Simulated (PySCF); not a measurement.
Ga(H)(Me)2 (C2H7Ga), SMILES [CH3][GaH][CH3].

Coordinates come from a PBE0-D3(BJ)/def2-SVP optimisation. The structure was generated by enumeration; whether it is a known compound was not checked.

Two levels are set side by side: TDA-PBE/def2-SVPD (PySCF) and TDA-PBE0/def2-SVPD (PySCF). Vertical, same geometry. The lowest singlet is HOMO→LUMO 100 % with PBE and HOMO→LUMO 99 % with the other functional; states are paired by order. Differences are taken from unrounded values.

```csv
quantity,TDA-PBE0
lowest singlet excitation (eV),5.28
lowest triplet excitation (TDA) (eV),4.92
first bright state (f over 0.05) (eV),6.86
its oscillator strength,0.11
```

Question: What does TDA-PBE give, and how far is it from TDA-PBE0? (The exact figures need the calculation; the answer reports its results.)

Answer: 
| quantity | TDA-PBE | TDA-PBE minus TDA-PBE0 |
|---|---|---|
| lowest singlet excitation (eV) | 4.85 | -0.43 |
| lowest triplet excitation (TDA) (eV) | 4.54 | -0.39 |
| first bright state (f over 0.05) (eV) | 6.26 | -0.60 |
| its oscillator strength | 0.07 | -0.04 |

Functionals without exact exchange tend to place singlet excitations lower, as here. Differences between two approximate levels are no errors against the true value.

Rough cost on one machine, each run with all the roots and properties that it gave: TDA-PBE0 against TDA-PBE within a factor of 2.
